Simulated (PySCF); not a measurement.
Vertical excitations of a molecule CH10FNSi3 from PySCF with TDA-PBE/def2-SVPD, as energy in eV (oscillator strength): 5.51 (0.004), 5.97 (0.000), 6.21 (0.021), 6.47 (0.047), 6.59 (0.000), 6.78 (0.001). Lowest triplet (TDA): 5.25 eV. Geometry optimised at TPSSh-D3(BJ)/def2-SVP. One conformer was computed; it need not be the lowest.

Task: Which structure fits?
A. CN[SiH2][SiH2][SiH2]F
B. N[SiH2][Si@@H]([SiH3])CF
C. C[Si@H](F)N([SiH3])[SiH3]
D. C[SiH2][SiH2][Si@H](N)F

Result: C, C[Si@H](F)N([SiH3])[SiH3]
